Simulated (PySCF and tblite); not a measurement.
The numbers below are computed, except where a source is named.
C7H7FO, numbered as in [CH3:1][O:2][c:3]1[cH:4][cH:5][cH:6][c:7]([F:8])[cH:9]1. Geometries GFN2-xTB; weights from B3LYP-D3(BJ)/def2-SVP (IEF-PCM, dichloromethane) energies and GFN2-xTB thermal corrections, with symmetry numbers and mirror pairs. Conformers within 2.5 kcal/mol (GFN2-xTB free energy) were kept, 4 at most. GIAO shieldings: KT2/pcSseg-1 (IEF-PCM, dichloromethane). Shifts are against TMS (¹H), TMS (¹³C) at the same level. (PySCF 2.14, tblite 0.8.)

Torsions listed: C1–O2–C3–C4.

```csv
conformer,shape,point group,mirror pair,ΔE(DFT),Δ(G−E) at 298.15 K,δ C4 (ppm)
1,180°,Cs,no,0.00,0.00,109.6
2,0°,Cs,no,0.19,0.03,100.8
```

Energies in kcal/mol; the thermal term leaves out symmetry numbers and mirror images.

Task: Work out the weights at 298.15 K and the ¹³C shift of C4 under fast exchange.

Result: RT = 0.592 kcal/mol. Each conformer gets RT ln(σ/g), with σ the rotational symmetry number and g = 2 for a mirror pair: 1: σ = 1, g = 1, G = 0.00 + 0.00 + 0.00 = 0.00, 0.00 above the lowest, exp(−ΔG/RT) = 1.000; 2: σ = 1, g = 1, G = 0.19 + 0.03 + 0.00 = 0.22, 0.22 above the lowest, exp(−ΔG/RT) = 0.690. The sum is 1.690, so the weights are 59.2, 40.8 %. The averaged shift is 106.0 ppm. At 298.15 K the leading conformer alone gives 109.6 ppm and bare DFT energies give 105.9 ppm.


Conformer gaps in def2-SVP on xTB geometries can be 2 kcal/mol too large for S=O, P=O and other polar bonds.